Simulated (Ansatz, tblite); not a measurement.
Removing and adding an electron: Ga10As10H28, a nanocrystal cut from zinc blende GaAs (hydrogen-capped). The state is a singlet with charge 0. Geometry: r2SCAN-D4/def2-SVP. Ansatz, gas phase; energy differences of separate SCF runs; the oxidised species was run as a doublet alone; the reduced species was run as a doublet alone.

Cartesian coordinates in Å:
```
Ga -3.772 1.435 -2.485
Ga 0.208 -3.950 -2.864
Ga 3.727 -1.321 -0.759
Ga -1.344 3.918 -0.195
Ga 2.690 2.504 0.766
Ga 0.029 0.211 -1.147
Ga -2.923 -1.942 0.391
Ga 0.701 -2.690 1.529
Ga -0.581 0.758 2.747
Ga 3.383 -0.349 3.481
As -0.240 -1.472 -2.945
As -1.451 2.075 -1.793
As -4.308 -0.081 -0.571
As 2.384 0.802 -0.969
As 0.554 -4.274 -0.410
As 2.998 -1.873 1.544
As 1.084 4.317 0.103
As -1.828 2.804 1.965
As 1.774 1.463 2.778
As -0.777 -0.814 0.898
H -4.677 2.707 -2.404
H -3.639 0.519 -3.746
H -1.146 -4.627 -3.247
H 1.578 -4.155 -3.579
H 5.244 -0.961 -0.839
H 3.016 -2.314 -1.753
H -2.176 5.208 -0.467
H 4.112 3.134 0.894
H -2.602 -2.869 -0.841
H -3.634 -2.444 1.688
H 0.179 -3.427 2.807
H -1.162 0.340 4.134
H 4.810 0.287 3.379
H 2.797 -1.016 4.769
H 0.474 -0.878 -4.139
H -1.652 -1.247 -3.436
H -0.798 2.675 -3.021
H -5.673 -0.647 -0.893
H -4.758 0.795 0.578
H 2.708 1.494 -2.278
H 1.783 -5.146 -0.283
H -0.456 -5.318 0.009
H 3.779 -3.122 1.897
H 1.561 4.978 -1.170
H 1.257 5.512 1.014
H -1.773 3.880 3.025
H -3.320 2.570 2.010
H 1.859 2.553 3.827
```

The xTB rows come from tblite. Single mean-field runs in def2-TZVP are fitted with def2-universal-jkfit. HOMO above LUMO, or a gap near zero within one spin, warns that the state may not be the lowest or that an electron is smeared out.

```csv
level,−HOMO (eV),vertical IE (eV),−LUMO (eV),vertical EA (eV),HOMO–LUMO gap (eV),IE − EA (eV),remarks
GFN1-xTB,10.51,11.89,6.80,5.43,3.71,6.46,–
PBE0-D4/def2-TZVP,6.86,7.91,1.46,0.62,5.40,7.29,HOMO above zero (-1 doublet)
```

Task: Estimate the rows for GFN2-xTB, PBE-D4/def2-TZVP.

Result: 
```
           level  −HOMO (eV)  vertical IE (eV)  −LUMO (eV)  vertical EA (eV)  HOMO–LUMO gap (eV)  IE − EA (eV)                                                                                                               remarks
        GFN2-xTB       10.70             12.08        6.97                 –                3.73             –                                                                                                                     –
PBE-D4/def2-TZVP        5.92              7.45        2.16              0.88                3.76          6.57  HOMO above zero (-1 doublet), gap within one spin near zero (+1 doublet), gap within one spin near zero (-1 doublet)
```

   A HOMO above zero means that the electron is unbound at that level or that self-interaction error raises the level; the energy of removing that electron tells which. Raw xTB energy differences between charge states are shifted by several eV; the methods need an empirical correction for them. Sets without diffuse functions give affinities that are too small.
